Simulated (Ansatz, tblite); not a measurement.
Cost and result up the ladder for B₈N₈H₂₂, a nanocrystal cut from wurtzite BN (hydrogen-capped) (38 atoms). Total charge 0; singlet. Geometry: PBE-D4/def2-SVP.

```xyz
38

B     2.1375   -1.0321   -1.7793
N     2.7716   -0.7234   -0.3324
N     0.6536   -0.4683   -1.6905
B    -0.1831   -1.2347   -0.5929
B     1.7731    0.0175    0.6620
N     0.4949   -0.8877    0.8209
N    -1.6610   -0.6832   -0.5280
B    -2.5186   -1.4642    0.5592
B    -0.5145   -0.1952    1.8109
N    -1.7825   -1.1472    1.9550
B     0.6638    1.0781   -1.4548
N     1.2862    1.3404   -0.0159
N    -0.8475    1.5734   -1.3964
B    -1.7070    0.8579   -0.2641
B     0.2897    2.1081    0.9670
N    -0.9642    1.1312    1.1144
H     2.1228   -2.2476   -1.9651
H     2.7754   -0.4224   -2.6372
H     3.1013   -1.5925    0.1071
H     3.6204   -0.1516   -0.4297
H     0.2546   -0.6771   -2.6152
H    -0.1797   -2.4420   -0.8090
H     2.3377    0.2159    1.7334
H     0.7970   -1.7658    1.2599
H    -2.1329   -0.8989   -1.4161
H    -2.4801   -2.6746    0.3456
H    -3.6655   -1.0194    0.5985
H    -0.0211   -0.0034    2.9182
H    -1.4968   -2.0207    2.4159
H    -2.4416   -0.7163    2.6159
H     1.2629    1.6843   -2.3404
H     2.0918    1.9684   -0.1184
H    -1.3022    1.4973   -2.3157
H    -0.8268    2.5812   -1.1687
H    -2.8530    1.3022   -0.2732
H     0.8192    2.3021    2.0572
H    -0.0647    3.1860    0.4608
H    -1.6107    1.6242    1.7412
```

Ansatz on 2 threads of AMD EPYC 7R13 on a shared host and a share (18 GiB) of an NVIDIA H100 80GB HBM3; xTB runs through tblite on one thread. Times are rough, summed over both states, and most runs start from the orbitals of an earlier one. r2SCAN0-D4/def2-TZVP serves as the yardstick here, not as an exact answer. The other state is a doublet.

The xTB rows come from tblite. Single mean-field runs in def2-TZVP are fitted with def2-universal-jkfit.

Run but left out: PBE-D4/def2-TZVP (charge +1 doublet: an occupied level 0.11 eV above an empty one).

Raw xTB energies of ions are shifted by several eV.

```csv
level,functions,wall time,vertical IE (eV),difference from r2SCAN0-D4/def2-TZVP (eV)
GFN2-xTB,86,0.087 s,11.71,2.64
GFN1-xTB,108,0.12 s,12.65,3.59
r2SCAN0-D4/def2-TZVP,628,30 s,9.07,0.00
PBE0-D4/def2-TZVP (with forces),628,35 s,8.99,-0.08
```
